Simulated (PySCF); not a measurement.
A PySCF script (with the pyscf-properties extension) for the NMR shieldings of SMILES [CH3][Al-]([CH3])([NH3+])[C](F)(F)F, C$_{3}$H$_{9}$AlF$_{3}$N, on a GFN2-xTB geometry:

```python
import basis_set_exchange as bse
import numpy as np
from pyscf import gto, dft
from pyscf.prop import nmr

atoms = """
C    -0.555848    2.111626   -0.156639
Al    0.263510    0.339511    0.185798
C     2.065515   -0.329351    0.666917
N    -0.181254   -0.689689   -1.561413
C    -1.164979   -0.905200    1.091285
F    -2.345957   -0.754362    0.388594
F    -1.535266   -0.926769    2.386935
F    -0.809396   -2.210384    0.803698
H    -1.650542    2.059289   -0.187209
H    -0.237879    2.582072   -1.093101
H    -0.311900    2.830172    0.631741
H     2.080846   -1.415740    0.812105
H     2.408887    0.102374    1.612631
H     2.847510   -0.098062   -0.062801
H     0.299713   -0.411106   -2.412427
H    -1.184723   -0.593223   -1.717495
H     0.004767   -1.679128   -1.398529
"""
names = dict.fromkeys(["C", "Al", "N", "F", "H"], "pcSseg-1")
basis = {el: gto.basis.parse(bse.get_basis(n, elements=[el], fmt="nwchem")) for el, n in names.items()}
mol = gto.M(atom=atoms, basis=basis, charge=0, verbose=0)
mf = dft.RKS(mol, xc="PBE0")
mf.grids.level = 2
mf.grids.alignment = dft.numint.BLKSIZE   # the property module wants whole blocks of grid points
mf.conv_tol = 1e-9
mf.kernel()

calc = nmr.RKS(mf)   # GIAO
C = mf.mo_coeff
Co = C[:, mf.mo_occ > 0]
resp = mf.gen_response(singlet=True, hermi=2)
def vind(x):   # induced exchange potential for any number of trial vectors
    d = np.einsum("pi,xij,qj->xpq", C, 2 * x.reshape(-1, C.shape[1], Co.shape[1]), Co, optimize=True)
    return np.einsum("xpq,pi,qj->xij", resp(d - d.transpose(0, 2, 1)), C, Co, optimize=True).ravel()
mo1, _ = nmr.rhf.solve_mo1(calc, with_cphf=vind)
sigma = calc.kernel(mo1)
for i, s in enumerate(sigma):   # ppm
    print("%2d %-2s %9.2f" % (i, mol.atom_pure_symbol(i), np.trace(s) / 3))
```

Problem. Give the expected output.

Solution. 
```
 0 C     201.07
 1 Al    407.51
 2 C     200.87
 3 N     232.19
 4 C      35.91
 5 F     243.65
 6 F     251.78
 7 F     243.59
 8 H      31.78
 9 H      32.38
10 H      32.11
11 H      31.86
12 H      32.06
13 H      32.33
14 H      30.00
15 H      29.01
16 H      29.02
```

These numbers come from an equivalent density-fitted implementation of the same equations, which agrees with the script to about 0.01 ppm for H and up to a few tenths of a ppm for heavy atoms, so last digits may differ.

Size and cost of the density-fitted run: 188 basis functions, 60 s wall time on 1 thread of an Arm Neoverse N1, shared host.
